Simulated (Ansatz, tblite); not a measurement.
Forces on Al2Ni⁻ at its r2SCAN-D4/def2-TZVPD geometry. The state is a doublet with charge -1.

The xTB rows come from tblite. At PBE0-D4/def2-TZVPD the charge -1 doublet is spin-contaminated (final ⟨S²⟩ up to 1.25, 0.75 for a pure state). At PBE0-D4/def2-TZVPD the highest occupied level of the charge -1 doublet lies above zero (up to 0.13 eV). By energy differences its removal costs 1.35 eV (vertical, to the charge 0 singlet, at r2SCAN-D4/def2-TZVPD). At PBE0-D4/def2-TZVPD a quartet of charge -1 lies 0.10 eV below the doublet, each at its own geometry. The structure comes from a short search, and lower isomers may exist.

GFN1-xTB (tblite), largest force 1.82 eV/Å:

```xyz
3
positions Å, forces eV/Å
Ni   -0.251    0.725    0.945   -0.375    1.085    1.415
Al   -0.845    0.149   -1.122    0.148   -0.522   -0.734
Al    1.095   -0.874    0.177    0.227   -0.563   -0.681
```

GFN2-xTB (tblite), largest force 0.78 eV/Å:

```
Ni -0.129 0.373 0.487
Al -0.476 0.098 -0.605
Al 0.605 -0.472 0.119
```

PBE0-D4/def2-TZVPD (Ansatz), largest force 0.92 eV/Å:

```
Ni -0.189 0.547 0.713
Al -0.152 -0.144 -0.522
Al 0.341 -0.403 -0.192
```
